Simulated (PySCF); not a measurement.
**Telling isomers of C6H13NOSi2 apart by NMR**

- PBE0/pcSseg-1 with gauge-including orbitals
- GFN2-xTB structure
- code: PySCF 2.14
- relativity neglected, no solvent model, one averaged value for each set of equivalent atoms, one conformer

Chemical shifts δ = σref − σ; ¹H (σref 31.72), ¹³C (σref 186.93) against TMS, all at this level. Where no couplings were computed, multiplicities follow the n + 1 count of equivalent neighbours, and m marks all less simple cases (inequivalent or close neighbours, rings, F or P nearby). Acid and N–H amide carbonyl carbons lie up to 10 ppm further downfield in solution (hydrogen bonding). Shifts are as computed. Against solution values, carbons near 30 ppm lie about +3 ppm off and those near 130 ppm about +5 ppm. Of 1309 compounds with measured shifts, 239 miss one by over three times the rms of a fit or turn the order of signals round; such compounds aren't used in these exercises. OH and NH positions are gas-phase values without hydrogen bonding to other molecules.

(1) Tabulate the signals of `CCc1ccoc1N([SiH3])[SiH3]`, `CC(=O)NC1=C(C[SiH3])C[SiH2]1` and their relative energies.

(2) What is the quickest way to tell CCc1ccoc1N([SiH3])[SiH3] from CC(=O)NC1=C(C[SiH3])C[SiH2]1?

Results:

(1) 
```json
{"SMILES": "CCc1ccoc1N([SiH3])[SiH3]", "carbon types": "2×C 2×CH 1×CH2 1×CH3", "δC": "157.4, 136.9, 122.6, 109.6, 23.0, 19.4", "δH": "7.02 (m, 1H), 6.46 (m, 1H), 4.91 (s, 6H), 2.68 (q, 2H), 1.14 (t, 3H)", "E rel. (kcal/mol)": "0.0"}
{"SMILES": "CC(=O)NC1=C(C[SiH3])C[SiH2]1", "carbon types": "3×C 2×CH2 1×CH3", "δC": "171.8, 133.7, 133.0, 28.4, 23.7, 16.3", "δH": "6.47 (br, 1H), 5.02 (m, 2H), 3.88 (t, 3H), 1.99 (s, 3H), 1.92 (q, 2H), 1.88 (m, 2H)", "E rel. (kcal/mol)": "7.7"}
```

Energies are electronic energies at PBE0/pcSseg-1 on these geometries, without zero-point or thermal terms, each for the one conformer computed, which needn't be the lowest.

(2) Both give the same number of carbon signals, but DEPT or the intensities differ. The first has an aromatic CH next to the ring oxygen at 136.9 ppm, the second a β carbon of an enol-ether or enamine type C=C (C) at 133.7 ppm. Their most deshielded carbons lie at 157.4 and 171.8 ppm. In the proton spectra the most deshielded non-exchanging signals are 7.02 (m, 1H) and 5.02 (m, 2H).
